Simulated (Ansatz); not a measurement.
`O=C=[N][Ti]([F])([F])[F]` + CH₃SH → `C[S][Ti]([F])([F])[F]` + `N=C=O`  (ligand exchange at a Ti–N bond)

Computed with Ansatz on PBE0-D4/def2-TZVP structures; ΔE is electronic, products minus reactants. CCSD(T)/CBS is the MP2 limit (def2-TZVPP, def2-QZVPP) plus CCSD(T) − MP2 in def2-TZVPP, frozen cores. This one scheme is used for every species. Functionals use def2-TZVPP. B3LYP here is the variant with VWN-RPA as its local correlation; programs differ in this. For Ti outer-core shells are correlated without core-valence functions, which leaves a few kJ/mol of doubt a bond. Scalar relativity is left out up to krypton. Each species was taken in one conformer, which may not be the lowest.

```json
{"level": "BHLYP-D4", "ΔE (kJ/mol)": "36.1"}
{"level": "ωB97M-V", "ΔE (kJ/mol)": "29.0"}
{"level": "BLYP", "ΔE (kJ/mol)": "28.0"}
{"level": "B3LYP", "ΔE (kJ/mol)": "32.1"}
{"level": "r2SCAN0", "ΔE (kJ/mol)": "27.7"}
{"level": "RPA@PBE/def2-TZVPP", "ΔE (kJ/mol)": "28.8"}
{"level": "CCSD(T)/def2-SVP", "ΔE (kJ/mol)": "44.9"}
{"level": "CCSD/CBS(def2)", "ΔE (kJ/mol)": "35.0"}
```

Task: What does CCSD(T)/CBS give? (An estimate is asked.)

Result: Ansatz gave: +26.9 kJ/mol. The listed levels differ from it by 9.2, 2.1, 1.1, 5.2, 0.8, 1.9, 18.0, 8.1 kJ/mol.

Task: What do rigid-rotor, harmonic-oscillator terms from PBE0-D4/def2-TZVP frequencies (298.15 K, 1 bar) make of the CCSD(T)/CBS value? (Best estimate.)

Result: Ansatz gave: ΔZPE = +1.7 kJ/mol, ΔH = +29.9 kJ/mol, ΔS = 10 J/(mol·K), ΔG = +26.9 kJ/mol. Modes under 50 cm⁻¹ make the entropy rough.

Largest T1 diagnostic among the species: 0.024, so the coupled-cluster value is less sure than usual.

From BLYP to BHLYP (50 % exact exchange), in def2-TZVPP and without D4, ΔE moves by +13.0 kJ/mol. The D4 term adds −4.5 kJ/mol with B3LYP and −2.4 kJ/mol with PBE0; it sums over pairs of atoms, weighted by their polarisabilities, and B3LYP, whose exchange is more repulsive, gets the larger term.

CCSD(T)/CBS has its own doubt, a few kJ/mol and more with outer-core shells, so smaller differences from it don't rank the levels.
